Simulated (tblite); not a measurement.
Compound: C3HF2NS.
SMILES with atom numbers: `[F:1][c:2]1[n:3][cH:4][s:5][c:6]1[F:7]` (hydrogens: H8 on C4)

Computed with GFN2-xTB (tblite), gas phase: Langevin dynamics at 300 K from the optimised GFN2-xTB geometry, time step 0.5 fs, friction 0.01 fs⁻¹, 2000 steps. Over the second half of the run the saved frames average 298 K.

The optimised geometry, where the run starts:
```
atom  x, y, z in Å
F1     -1.375    1.809    0.427
C2     -0.556    0.766    0.396
N3      0.770    0.956    0.280
C4      1.406   -0.157    0.266
S5      0.427   -1.583    0.396
C6     -0.951   -0.541    0.474
F7     -2.183   -1.014    0.592
H8      2.471   -0.227    0.180
```

t = 25 fs, T = 158 K, E(pot) 0.192 eV above the start
```
atom  x, y, z in Å  |  force x, y, z in eV/Å
F1     -1.329    1.842    0.475   -0.748  -0.027  -0.127
C2     -0.617    0.736    0.362    0.612   0.360   0.274
N3      0.695    0.932    0.203    1.069  -0.450   0.047
C4      1.399   -0.150    0.242   -0.576   0.806  -0.159
S5      0.449   -1.613    0.470   -0.187   1.039  -0.062
C6     -0.975   -0.556    0.553    0.852  -0.540  -0.330
F7     -2.184   -1.044    0.608   -0.798  -0.457   0.252
H8      2.461   -0.012    0.107   -0.223  -0.732   0.106
```

t = 100 fs, T = 178 K, E(pot) 0.183 eV above the start
```
atom  x, y, z in Å  |  force x, y, z in eV/Å
F1     -1.381    1.767    0.173   -0.318   0.464  -0.140
C2     -0.601    0.725    0.341    1.264   0.594  -0.483
N3      0.754    0.899    0.292   -1.039   0.934   0.013
C4      1.393   -0.162    0.510    0.105  -1.186   0.711
S5      0.365   -1.597    0.788   -0.225   0.756  -0.316
C6     -1.031   -0.538    0.506    0.438  -0.798   0.780
F7     -2.299   -0.861    0.715    0.106  -0.464  -0.175
H8      2.455   -0.159    0.717   -0.331  -0.299  -0.390
```

t = 150 fs, T = 214 K, E(pot) 0.216 eV above the start
```
atom  x, y, z in Å  |  force x, y, z in eV/Å
F1     -1.310    1.866   -0.015    0.618  -0.836   0.462
C2     -0.541    0.803    0.326   -0.394   0.392  -0.605
N3      0.805    0.906    0.336   -0.192  -0.856   0.377
C4      1.345   -0.249    0.551   -0.031   0.287   0.683
S5      0.265   -1.625    0.763    0.201   1.331   0.057
C6     -1.012   -0.455    0.592   -0.229  -0.688  -0.410
F7     -2.251   -0.936    0.574   -0.127   0.431   0.039
H8      2.346   -0.338    0.929    0.155  -0.061  -0.604
```

t = 350 fs, T = 380 K, E(pot) 0.131 eV above the start
```
atom  x, y, z in Å  |  force x, y, z in eV/Å
F1     -1.157    1.638   -0.010   -0.272  -0.243   0.245
C2     -0.573    0.474    0.252    0.058  -0.792   0.097
N3      0.767    0.410    0.062   -0.638   0.288   0.263
C4      1.251   -0.737    0.324   -1.189  -0.625  -0.394
S5      0.042   -1.972    0.706    0.388   0.528   0.190
C6     -1.170   -0.729    0.640    1.360   1.005  -0.574
F7     -2.417   -1.011    0.921   -0.540   0.110   0.030
H8      2.233   -1.000    0.067    0.835  -0.270   0.143
```

t = 400 fs, T = 425 K, E(pot) 0.189 eV above the start
```
atom  x, y, z in Å  |  force x, y, z in eV/Å
F1     -1.360    1.498    0.001    0.200   0.485  -0.020
C2     -0.591    0.429    0.149    0.496   1.509  -1.040
N3      0.688    0.412   -0.283    0.518  -1.277   0.446
C4      1.213   -0.776   -0.096    0.245   0.755  -0.382
S5      0.083   -1.929    0.564    1.246  -0.984   0.017
C6     -1.092   -0.719    0.606   -1.039  -1.021   0.806
F7     -2.300   -0.939    1.119    0.016   0.020  -0.119
H8      2.281   -1.060   -0.330   -1.681   0.514   0.293
```

t = 575 fs, T = 307 K, E(pot) 0.183 eV above the start
```
atom  x, y, z in Å  |  force x, y, z in eV/Å
F1     -1.641    1.334   -0.241    0.312  -0.543  -0.005
C2     -0.818    0.282   -0.192   -0.940  -0.860   0.178
N3      0.265    0.226   -0.964    0.653   1.345   0.224
C4      1.011   -0.768   -0.665    0.725  -0.214  -1.252
S5      0.322   -1.947    0.330   -0.688  -0.467   1.105
C6     -1.030   -0.880    0.543   -0.569   1.005   0.259
F7     -2.066   -1.054    1.395    0.815  -0.244  -0.545
H8      1.976   -0.924   -1.131   -0.309  -0.022   0.036
```

t = 625 fs, T = 297 K, E(pot) 0.427 eV above the start
```
atom  x, y, z in Å  |  force x, y, z in eV/Å
F1     -1.700    1.196   -0.054    0.029   0.488  -0.122
C2     -0.788    0.253   -0.092    0.565  -0.668  -1.326
N3      0.217    0.192   -0.989    1.158   0.307  -0.653
C4      0.922   -0.885   -0.861    1.494   0.428  -1.857
S5      0.456   -2.023    0.306   -1.285   0.398   0.238
C6     -0.915   -0.934    0.519    0.697  -1.083   1.391
F7     -1.758   -1.130    1.482   -1.327  -0.709   1.366
H8      1.794   -1.171   -1.534   -1.330   0.839   0.962
```

t = 850 fs, T = 216 K, E(pot) 0.180 eV above the start
```
atom  x, y, z in Å  |  force x, y, z in eV/Å
F1     -1.709    0.912    0.697    0.208   0.091  -0.266
C2     -0.763    0.053    0.329   -0.229   0.437  -0.086
N3     -0.043    0.181   -0.785    0.946  -1.012  -0.080
C4      0.795   -0.830   -0.875   -0.937   1.261  -0.759
S5      0.712   -2.001    0.375    0.928  -0.765  -0.387
C6     -0.471   -1.051    1.073   -1.627   0.463   1.137
F7     -1.213   -1.343    2.147    0.457  -0.379   0.167
H8      1.353   -0.948   -1.785    0.253  -0.095   0.276
```

t = 1000 fs
```
atom  x, y, z in Å
F1     -2.144    0.793    0.878
C2     -1.192   -0.080    0.400
N3     -0.682   -0.033   -0.843
C4      0.249   -0.848   -0.964
S5      0.581   -1.900    0.429
C6     -0.647   -0.995    1.262
F7     -1.095   -1.234    2.498
H8      0.778   -1.005   -1.893
```

Question: Estimate the potential energy and the forces of this last frame.

Answer: 0.180 eV above the start.

```
atom  Fx (eV/Å)  Fy (eV/Å)  Fz (eV/Å)
  F1      0.936     -0.842     -1.007
  C2     -1.134      0.967      1.259
  N3     -1.566      1.650      0.716
  C4      1.789     -2.096     -0.514
  S5     -0.192      0.508     -0.127
  C6     -0.282     -0.187     -0.123
  F7      0.490     -0.015     -0.500
  H8     -0.041      0.014      0.295
```

The bond farthest from its length at the start is F1–C2 (1.377 against 1.326 Å), and half the difference of its two atoms' forces along it is -1.68 eV/Å (positive lengthens). The largest atomic force is 2.80 eV/Å.

What follows is the cost of the whole dynamics run. On Intel Xeon at 2.50 GHz, one thread (shared host), this took 23 s wall and 0.18 GiB of memory at its peak.
